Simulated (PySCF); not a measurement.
Geometry (Å), atoms numbered from 1 in this order:
```xyz
26

C     2.041    0.268    1.630
C     1.603    0.565    0.399
C     2.552    1.085   -0.645
C     0.167    0.415   -0.038
C    -0.429    1.768   -0.502
C    -0.424    2.854    0.564
C    -0.756   -0.284    0.980
C    -1.969   -0.852    0.244
O    -1.542   -1.424   -0.978
Si   -0.047   -0.838   -1.469
H     3.098    0.375    1.888
H     1.377   -0.088    2.420
H     2.498    0.490   -1.574
H     3.591    1.065   -0.291
H     2.313    2.124   -0.927
H    -1.461    1.603   -0.857
H     0.120    2.125   -1.388
H    -1.020    2.569    1.444
H    -0.846    3.791    0.170
H     0.598    3.062    0.916
H    -0.207   -1.121    1.443
H    -1.063    0.387    1.800
H    -2.470   -1.626    0.847
H    -2.718   -0.063    0.043
H    -0.132   -0.213   -2.822
H     0.981   -1.922   -1.489
```

Geometry: PBE0-D3(BJ)/def2-SVP; GIAO absolute shieldings from PySCF 2.14.0 with density-fitted response routines, gas phase, non-relativistic, averaged over equivalent atoms.

At PBE0/pcSseg-1 (257 basis functions, 49 s wall time on 1 thread of an x86-64 server CPU, shared host):
```json
{"atoms": "C2", "σ (ppm)": "28.3"}
{"atoms": "C1", "σ (ppm)": "67.7"}
{"atoms": "C8", "σ (ppm)": "115.9"}
{"atoms": "C4", "σ (ppm)": "143.2"}
{"atoms": "C7", "σ (ppm)": "150.4"}
{"atoms": "C3", "σ (ppm)": "157.5"}
{"atoms": "C5", "σ (ppm)": "160.1"}
{"atoms": "C6", "σ (ppm)": "176.0"}
{"atoms": "O9", "σ (ppm)": "304.9"}
{"atoms": "Si10", "σ (ppm)": "334.8"}
{"atoms": "H11", "σ (ppm)": "26.13"}
{"atoms": "H12", "σ (ppm)": "26.30"}
{"atoms": "H25", "σ (ppm)": "26.37"}
{"atoms": "H26", "σ (ppm)": "26.50"}
{"atoms": "H23", "σ (ppm)": "27.14"}
{"atoms": "H24", "σ (ppm)": "27.29"}
{"atoms": "H21", "σ (ppm)": "29.39"}
{"atoms": "H13/H14/H15", "σ (ppm)": "29.54"}
{"atoms": "H22", "σ (ppm)": "29.60"}
{"atoms": "H17", "σ (ppm)": "29.63"}
{"atoms": "H16", "σ (ppm)": "29.78"}
{"atoms": "H18/H19/H20", "σ (ppm)": "30.52"}
```

**Question.** Estimate the result of repeating the calculation with HF/pcSseg-1.

**Answer.** 
| atoms | σ at HF/pcSseg-1 | change |
| --- | --- | --- |
| C2 | 34.3 | +6.0 |
| C1 | 74.2 | +6.5 |
| C8 | 131.0 | +15.1 |
| C4 | 162.5 | +19.3 |
| C7 | 161.1 | +10.7 |
| C3 | 167.1 | +9.6 |
| C5 | 170.9 | +10.8 |
| C6 | 182.3 | +6.3 |
| O9 | 331.8 | +26.9 |
| Si10 | 385.7 | +50.9 |
| H11 | 26.60 | +0.47 |
| H12 | 26.85 | +0.55 |
| H25 | 27.37 | +1.00 |
| H26 | 27.54 | +1.04 |
| H23 | 27.85 | +0.71 |
| H24 | 28.13 | +0.84 |
| H21 | 30.05 | +0.66 |
| H13/H14/H15 | 30.05 | +0.51 |
| H22 | 30.28 | +0.68 |
| H17 | 30.39 | +0.76 |
| H16 | 30.50 | +0.72 |
| H18/H19/H20 | 30.90 | +0.38 |

The largest change is at Si10 (silicon bonded to C, O, 2 H, in a 5-membered ring). Cost: 257 basis functions, 25 s wall time on 1 thread of an x86-64 server CPU, shared host. The order of the carbon signals changes between the two levels.
